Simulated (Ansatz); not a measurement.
`C[O][In]([SH])[O][SiH3]` + `[SiH3][SiH2]S` → `[SiH3][SiH2]S[SiH3]` + `C[O][In]([OH])[SH]`  (ligand exchange at the Si–O bond)

Program: Ansatz. Geometries: PBE0-D4/def2-TZVP. ΔE: electronic, gas phase. CCSD(T)/CBS adds triple-zeta CCSD(T) − MP2 to the extrapolated MP2 energy (def2 sets, frozen cores). DFT in def2-TZVPP. def2 core potentials past Kr. For In outer-core shells are correlated without core-valence functions, which leaves a few kJ/mol of doubt a bond. Each species was taken in one conformer, which may not be the lowest.

`C[O][In]([SH])[O][SiH3]`:

Cartesian coordinates in Å:
```
C -1.920 -0.369 -0.950
O -1.318 0.841 -1.346
In 0.425 1.403 -0.626
S 1.565 3.377 -1.185
O 1.269 0.184 0.684
Si 0.993 -1.248 1.404
H -2.886 -0.447 -1.458
H -2.108 -0.417 0.130
H -1.325 -1.249 -1.227
H 2.577 3.068 -0.354
H 0.843 -2.346 0.405
H 2.136 -1.577 2.297
H -0.253 -1.219 2.225
```

`[SiH3][SiH2]S`:

Z-matrix (Å, degrees):
```
Si
Si 1 2.338
H 1 1.487 2 109.5
H 1 1.486 2 110.0 3 119.9
H 1 1.486 2 110.0 3 -119.8
S 2 2.143 1 106.2 3 -179.6
H 2 1.488 1 110.6 3 60.1
H 2 1.488 1 110.6 3 -59.3
H 6 1.344 2 95.4 1 -179.6
```

`[SiH3][SiH2]S[SiH3]`:

Cartesian coordinates in Å:
```
Si 0.023 1.932 0.964
Si -1.066 -0.124 0.721
S 0.365 -1.725 0.742
Si 0.839 -1.670 -1.339
H 1.021 2.106 -0.124
H -0.952 3.056 0.910
H 0.723 1.960 2.275
H -1.838 -0.173 -0.553
H -1.998 -0.368 1.852
H 1.117 -0.277 -1.775
H -0.280 -2.209 -2.152
H 2.048 -2.509 -1.520
```

`C[O][In]([OH])[SH]`:

```xyz
10

C     0.503    1.819   -0.089
O     0.658    0.552   -0.685
In   -0.263   -1.041    0.018
O    -1.512   -0.648    1.500
S     0.148   -3.160   -0.942
H    -0.484    1.971    0.365
H     1.258    1.989    0.688
H     0.638    2.584   -0.861
H    -1.978   -1.423    1.821
H     1.032   -2.642   -1.814
```

CCSD(T)/CBS gives +9.8 kcal/mol.

Another level gave +5.4 kcal/mol. Which?
A. ωB97X-V/def2-TZVPP
B. HF/def2-TZVPP
C. SCS-MP2/def2-TZVPP
D. PBE-D4/def2-TZVPP

D. PBE-D4 5.4, SCS-MP2/def2-TZVPP 11.4, ωB97X-V 9.9, HF/def2-TZVPP 15.7 kcal/mol.

Largest T1 diagnostic among the species: 0.016.

In def2-TZVPP, CCSD(T) changes the Hartree–Fock value by −4.9 kcal/mol (the triples alone add −0.9 kcal/mol) and MP2 by −5.9 kcal/mol. From PBE to PBE0 (25 % exact exchange), in def2-TZVPP and without D4, ΔE moves by +1.5 kcal/mol. The D4 term adds −0.8 kcal/mol with B3LYP and −0.4 kcal/mol with PBE0; it sums over pairs of atoms, weighted by their polarisabilities, and B3LYP, whose exchange is more repulsive, gets the larger term.

CCSD(T)/CBS has its own doubt, a few kJ/mol and more with outer-core shells, so smaller differences from it don't rank the levels.

B3LYP here is the variant with VWN-RPA as its local correlation; programs differ in this.
